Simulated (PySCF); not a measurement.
Level of theory: B3LYP-D3(BJ)/def2-TZVP // PBE0-D4/def2-TZVP (PySCF). Gas-phase values, no solvent. One relaxed conformer stands for a flexible species; it need not be the lowest. B3LYP has the VWN-RPA correlation part, as in Gaussian. Excitations are Tamm–Dancoff values on a coarser integration grid. The basis has no diffuse functions, so Rydberg states are missing or too high.

Reference species (SMILES): `[SiH3]Cl` (neutral, multiplicity 1).

The S1 excitation (TDA) comes out as 7.28 eV. The S1 oscillator strength comes out as 0.010. The S1–T1 gap (TDA) is 0.38 eV.

Changed species: `[SiH2](Cl)S` (H–S–Si–Cl torsion 70°) (X = mercapto; the reference has X = H).

Question: What does the change do to the S1 excitation (TDA), S1 oscillator strength and S1–T1 gap (TDA)?

Answer: the S1 excitation (TDA) falls by 1.20 eV, to 6.08 eV; the S1 oscillator strength hardly moves; the S1–T1 gap (TDA) increases by 0.10 eV, to 0.48 eV.
